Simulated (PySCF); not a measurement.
Delta-SCF ions had no search for a lower state. Excitations are Tamm–Dancoff values on a coarser integration grid. The basis has no diffuse functions, so Rydberg states are missing or too high.

**H6OSi3, SMILES `[SiH3][Si](=O)[SiH3]` (charge 0, multiplicity 1)**

All values below come from r2SCAN-D4/def2-TZVP (PySCF).

The HOMO comes out as -6.28 eV and the dipole moment is 3.56 D. The HOMO–LUMO gap is 2.96 eV. The LUMO is -3.32 eV. The S1 excitation (TDA) is 3.10 eV and the S1 oscillator strength comes out as 0.000. The T1 excitation (TDA) is 2.51 eV, the S1–T1 gap (TDA) is 0.59 eV and the vertical ionisation energy (Delta-SCF) comes out as 8.96 eV. The total energy is -947.2412 Ha and the cost comes out as around 9 core-minutes (rough).

Bonds (Å): O1–Si2 1.534, Si2–Si3 2.364, Si2–Si4 2.364, Si3–H5 1.482, Si3–H6 1.488, Si3–H7 1.488, Si4–H8 1.488, Si4–H9 1.482, Si4–H10 1.488. Bond angles (°): O1–Si2–Si3 121.4, O1–Si2–Si4 121.4, Si3–Si2–Si4 117.2, Si2–Si3–H5 110.6, Si2–Si3–H6 108.1, Si2–Si3–H7 109.2, H5–Si3–H6 110.2, H5–Si3–H7 110.5, H6–Si3–H7 108.2, Si2–Si4–H8 108.1, Si2–Si4–H9 110.6, Si2–Si4–H10 109.2, H8–Si4–H9 110.2, H8–Si4–H10 108.2, H9–Si4–H10 110.5.
